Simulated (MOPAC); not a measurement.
MOPAC input (PM6):

```
PM6 1SCF GEO-OK AUX(PRECISION=9) THREADS=1
MgO

Mg   -0.00000000 1   -0.00000000 1   -0.69576168 1
O     0.00000000 1    0.00000000 1    1.04364252 1
```

**Question.** What heat of formation does the run end on, and which ionisation energy by Koopmans theorem?

**Answer.** 51.11 kcal/mol; 8.86 eV.
